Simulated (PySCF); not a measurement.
A side-by-side comparison of computed properties.

First species: C6H8N2.
SMILES with atom numbers: `[CH3:1][CH2:2][c:3]1[n:4][cH:5][cH:6][cH:7][n:8]1` (hydrogens: H9, H10, H11 on C1; H12, H13 on C2; H14 on C5; H15 on C6; H16 on C7)

Geometry (GFN2-xTB, Å), atoms numbered from 1 in this order:
```xyz
16
C6H8N2 angstrom
C      2.2797    0.4977    0.6203
C      1.6061   -0.4928   -0.3322
C      0.1228   -0.3119   -0.2704
N     -0.4280    0.5132   -1.1525
C     -1.7323    0.7081   -1.0719
C     -2.5149    0.0846   -0.1112
C     -1.8419   -0.7607    0.7592
N     -0.5379   -0.9587    0.6826
H      1.9397    0.3254    1.6386
H      3.3594    0.3779    0.5857
H      2.0321    1.5176    0.3357
H      1.8548   -1.5119   -0.0358
H      1.9412   -0.3088   -1.3530
H     -2.1540    1.3853   -1.8046
H     -3.5782    0.2447   -0.0468
H     -2.3561   -1.3009    1.5448
```

Second species: H₈O₃Si₃.
Structure used (GFN2-xTB), in Å, numbered top down from 1:
```
atom  x, y, z in Å
O1    -3.3046    0.8514   -0.1456
Si2   -1.7021    1.0369   -0.2846
O3    -1.0184   -0.4375   -0.2864
Si4    0.3196   -1.3285   -0.1420
O5     1.6139   -0.3933    0.1078
Si6    2.3170    1.0075    0.5135
H7    -3.7697    0.1552   -0.6023
H8    -1.3468    1.6599   -1.5578
H9    -1.3428    1.7868    0.9068
H10    0.5360   -1.9883   -1.4207
H11    0.1413   -2.1688    1.0326
H12    2.2828    1.1178    1.9718
H13    3.6771    0.8651   -0.0008
H14    1.5961    2.1153   -0.1143
```

Levels: CAM-B3LYP/def2-SVPD for dipole moment, HOMO energy, LUMO energy, HOMO–LUMO gap, static isotropic polarisability and electronic spatial extent ⟨r²⟩ about the centre of nuclear charge; TDDFT CAM-B3LYP/def2-SVPD for lowest singlet excitation; TDA CAM-B3LYP/def2-SVPD for lowest triplet excitation (Tamm–Dancoff); GFN2-xTB for rotational constant A and rotational constant C. Geometries: GFN2-xTB. Each structure is a single optimised conformer of the isolated species, non-relativistic unless stated; the electronic structure was computed with PySCF and density fitting.

Dipoles, sizes and rotational constants follow the conformer. The torsions of the flexible species, by atom-mapped SMILES:
- `[CH3:1][CH2:2][c:3]1[n:4][cH:5][cH:6][cH:7][n:8]1`: C1–C2–C3–N4 93°
- `[OH:1][SiH2:2][O:3][SiH2:4][O:5][SiH3:6]`: O1–Si2–O3–Si4 -165°, Si2–O3–Si4–O5 -1°, O3–Si4–O5–Si6 17°, H–O1–Si2–O3 -40°

(1) Which of the two has the higher rotational constant C, and by how much?

(2) Which has the higher dipole moment?

(3) Which of the two has the higher S1 energy, and by how much?

(4) Which has the higher HOMO energy?

(5) Which has the higher ⟨r²⟩?

(6) Which has the higher rotational constant A?

(7) Which has the higher HOMO–LUMO gap?

(8) Which has the higher LUMO energy?

## Answers

(1) The first: 1.339 GHz against 0.767 GHz, a difference of 0.572 GHz.

(2) The first: 1.72 D against 0.75 D, a difference of 0.97 D.

(3) The second: 7.42 eV against 4.48 eV, a difference of 2.94 eV.

(4) The first: -8.68 eV against -9.79 eV, a difference of 1.11 eV.

(5) The second: 1455 bohr² against 942 bohr², a difference of 513 bohr².

(6) The first: 4.806 GHz against 3.324 GHz, a difference of 1.482 GHz.

(7) The second: 10.59 eV against 8.62 eV, a difference of 1.97 eV.

(8) The second: 0.80 eV against -0.06 eV, a difference of 0.86 eV.

On the first: The polarisability is 11.94 Å³ as a volume (1 au = 0.148185 Å³), or 1.39 au for each of the 58 electrons. No computed singlet falls in the visible range (750 to 380 nm, 1.65 to 3.26 eV); S1 lies 1.22 eV above its blue end.

On the second: No computed singlet falls in the visible range (750 to 380 nm, 1.65 to 3.26 eV); S1 lies 4.16 eV above its blue end. The principal polarisabilities are 75.4, 81.6 and 88.7 au; their mean is the isotropic value.
